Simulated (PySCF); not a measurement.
## Frontier orbitals and the lowest excitations

Species: Si(NCS)Me3, C₄H₉NSSi.
Cartesian coordinates in Å at the PBE0-D3(BJ)/def2-SVP level; atoms count from 1:
```xyz
16
C4H9NSSi angstrom
Si    -0.005   -0.001   -0.094
N      0.000   -0.027    1.657
C      0.008   -0.042    2.849
S      0.019   -0.062    4.429
C      1.780    0.008   -0.651
H      1.840    0.027   -1.751
H      2.308   -0.891   -0.296
H      2.312    0.891   -0.264
C     -0.900    1.556   -0.616
H     -0.934    1.634   -1.714
H     -0.388    2.450   -0.227
H     -1.934    1.562   -0.239
C     -0.896   -1.543   -0.664
H     -1.931   -1.561   -0.289
H     -0.386   -2.448   -0.301
H     -0.928   -1.587   -1.764
```

Computed, not measured: TDDFT CAM-B3LYP/def2-SVPD, vertical, gas phase, core orbitals frozen in the response in PySCF 2.14.0, density-fitted response routines.

Kohn–Sham orbitals with the atoms that hold most of them (Löwdin shares over 4%, at most four atoms):

| orbital | ε (eV) | atoms |
| --- | --- | --- |
| LUMO+2 | 0.84 | S4 32%, C3 29%, N2 22%, Si1 6% |
| LUMO+1 | 0.84 | S4 32%, C3 29%, N2 22%, Si1 6% |
| LUMO | 0.80 | Si1 17%, S4 13%, C13 9%, C9 9% |
| HOMO | -8.41 | S4 55%, N2 19%, C3 18% |
| HOMO-1 | -8.41 | S4 55%, N2 19%, C3 18% |
| HOMO-2 | -10.53 | C13 30%, Si1 19%, C5 15%, C9 6% |
| HOMO-3 | -10.53 | C9 28%, C5 19%, Si1 19%, H12 4% |

Within 0.005 eV of a neighbour in this list lie HOMO-3/HOMO-2, HOMO-1/HOMO and LUMO+1/LUMO+2 (point group found: C3v); within a degenerate set the shares of single atoms can hang on how the components are chosen.

Task: How does S1 compare with the orbital gap of 9.20 eV?

Result: S1 is at 5.05 eV (f = 0.0000), 4.15 eV below the gap, made of HOMO-1/HOMO→LUMO+1/LUMO+2 (≥92%). Its leading pair isn't HOMO and LUMO; the energies of that pair differ by 9.24 eV. Without the coupling terms of the response equations the lowest excitation would equal the gap.

Next come S2 at 5.26 eV (f 0.0007), HOMO-1/HOMO→LUMO+1/LUMO+2 (≥94%); S3 at 5.26 eV (f 0.0007), HOMO-1/HOMO→LUMO+1/LUMO+2 (≥94%); S4 at 6.60 eV (f 0.016), HOMO-1/HOMO→LUMO (64%), HOMO-1/HOMO→LUMO+3 (33%); S5 at 6.60 eV (f 0.016), HOMO-1/HOMO→LUMO (64%), HOMO-1/HOMO→LUMO+3 (33%).

Orbitals of the list HOMO-3 to LUMO+2 that lie within 0.01 eV of each other are written together with a slash and their weights summed (≥ marks a lower bound); for degenerate orbitals outside that list single weights are arbitrary.

Löwdin shares depend on the basis, the more so with diffuse functions.

Time: 44 s (grids of density and orbitals included); peak memory 1.3 GiB. Hardware: one thread of an AMD EPYC 9R45, no GPU (shared host).
